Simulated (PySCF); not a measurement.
Coordinates in bohr (charge 0 multiplicity 3):
```
Cu    2.1755   -0.5542    0.0000
Cu   -2.1755    0.5542    0.0000
H     0.6012    2.1896    0.0000
H    -0.6012   -2.1896    0.0000
H     4.7733    0.5916    0.0000
H    -4.7733   -0.5916    0.0000
```

Method: UPBE0/[Cu def2-TZVP, H def2-TZVP], no relativity, density fitting, PySCF.

This geometry of Cu2H4 is a stationary point at this level.

(1) What is the point group?

(2) Is it a minimum?

(3) Which band is strongest in the infrared?

(4) What are the dipole moment and the gap between the highest occupied and lowest empty levels of either spin?

Answers

(1) C2h.

(2) Yes: all harmonic wavenumbers are real.

(3) 1123 cm⁻¹ (bu), 489 km/mol.

(4) 0.00 D and 2.55 eV.

Other isomers or separated fragments may lie lower. Other spin states or occupations of the open shell can lie lower.
